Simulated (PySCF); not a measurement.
Computed IR spectrum (relative IR intensity) of a molecule C3H4BrF. The structure is a stationary point at PBE0-D3(BJ)/def2-SVP. One conformer was computed; it need not be the lowest. Level of theory: PBE0-D3(BJ)/def2-SVP in PySCF. Frequencies are harmonic and unscaled.

Lines under 2 % of the strongest are left out, and lines within 2 cm⁻¹ are merged.

```json
[
 {"ν (cm⁻¹)": "229", "relative intensity": "3.3"},
 {"ν (cm⁻¹)": "390", "relative intensity": "2.3"},
 {"ν (cm⁻¹)": "432", "relative intensity": "13"},
 {"ν (cm⁻¹)": "747", "relative intensity": "13"},
 {"ν (cm⁻¹)": "865", "relative intensity": "11"},
 {"ν (cm⁻¹)": "988", "relative intensity": "2.7"},
 {"ν (cm⁻¹)": "1111", "relative intensity": "91"},
 {"ν (cm⁻¹)": "1205", "relative intensity": "100"},
 {"ν (cm⁻¹)": "1402", "relative intensity": "7.3"},
 {"ν (cm⁻¹)": "1445", "relative intensity": "13"},
 {"ν (cm⁻¹)": "1773", "relative intensity": "29"},
 {"ν (cm⁻¹)": "3060", "relative intensity": "7.3"},
 {"ν (cm⁻¹)": "3147", "relative intensity": "2.8"}
]
```

**Question.** Pick the molecule that these values belong to.
A. C/C=C(\F)Br
B. C/C(F)=C\Br
C. C/C(Br)=C\F
D. F[C@@H]1C[C@H]1Br

**Answer.** C, C/C(Br)=C\F
